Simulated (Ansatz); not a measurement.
Caution, from a PySCF single point (B3LYP-D3(BJ)/def2-TZVPD) at this geometry: the highest occupied level lies above zero, so the state may not be bound. This triplet is an excited state, 0.43 eV above the relaxed singlet at the level frozen-core CCSD(T)/aug-cc-pVTZ // B3LYP-D3(BJ)/def2-SVPD (Ansatz, a first-principles code).

A geometry relaxed with B3LYP-D3(BJ)/def2-SVPD in Ansatz, charge -1, multiplicity 3:

```xyz
5

B     -1.3215    -0.3646    -0.7043
H      2.1998     0.0455     0.0521
F     -2.3716     0.5350    -0.8364
C      1.3840    -0.0753    -0.6652
C      0.1093    -0.1406    -0.6228
```

Q: Write the SMILES of this molecule.

A: `C#C[B-]F`
